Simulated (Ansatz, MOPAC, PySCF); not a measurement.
Dissociation curve of AlH, singlet.

Levels of theory: PM7, restricted, heats of formation (MOPAC); RKS-B3LYP/6-311+G** = PySCF with restricted B3LYP/6-311+G**, spherical d; PM6, restricted, heats of formation (MOPAC); FCI = full CI/cc-pVTZ, frozen core in Ansatz (a quantum-chemistry and plane-wave program).

Energies relative to the lowest point of each curve near equilibrium, in kcal/mol; the last columns give the difference from FCI:

```csv
R / Å,PM7,RKS-B3LYP/6-311+G**,PM6,FCI,PM7 − FCI,RKS-B3LYP/6-311+G** − FCI,PM6 − FCI
1.24,50.5,38.3,51.8,37.8,12.7,0.5,14.0
1.36,20.9,16.3,20.5,15.8,5.1,0.5,4.7
1.41,12.9,10.5,12.3,10.1,2.7,0.4,2.2
1.51,3.0,3.4,2.6,3.1,-0.1,0.3,-0.5
1.57,0.4,1.2,0.3,1.0,-0.6,0.2,-0.7
1.59,0.0,0.7,0.0,0.6,-0.6,0.1,-0.6
1.66,0.1,0.0,0.6,0.0,0.1,0.0,0.6
1.68,0.6,0.0,1.1,0.1,0.5,0.0,1.1
1.79,5.5,1.5,6.7,1.7,3.7,-0.3,5.0
1.84,8.8,2.7,10.3,3.1,5.7,-0.4,7.2
1.93,16.1,5.5,17.8,6.1,10.0,-0.5,11.7
2.07,29.4,11.0,31.3,11.8,17.6,-0.8,19.4
2.23,45.9,18.0,47.3,19.1,26.7,-1.1,28.2
2.47,70.1,28.8,69.7,30.1,39.9,-1.4,39.6
2.70,90.7,38.5,87.8,39.9,50.9,-1.4,47.9
2.96,110.4,48.4,103.8,49.3,61.1,-0.9,54.5
3.32,131.4,60.0,119.5,59.1,72.4,0.9,60.5
3.72,148.0,70.3,130.8,65.8,82.2,4.5,65.0
4.11,159.2,77.9,138.0,69.2,90.0,8.7,68.8
4.44,166.0,82.9,142.2,70.6,95.3,12.3,71.6
5.02,173.8,89.3,147.3,71.6,102.3,17.8,75.8
5.90,180.7,95.1,152.6,71.9,108.8,23.2,80.7
6.59,184.0,97.7,155.6,71.9,112.1,25.8,83.6
```

PM7 is furthest from FCI at 6.59 (112.1 kcal/mol, above); its mean absolute difference over the points is 39.2 kcal/mol.

RKS-B3LYP/6-311+G** is furthest from FCI at 6.59 (25.8 kcal/mol, above); its mean absolute difference over the points is 4.4 kcal/mol.

PM6 is furthest from FCI at 6.59 (83.6 kcal/mol, above); its mean absolute difference over the points is 32.3 kcal/mol.

The restricted form behind PM7, RKS-B3LYP/6-311+G**, PM6 keeps the bonding electrons paired and can't separate into open-shell fragments.
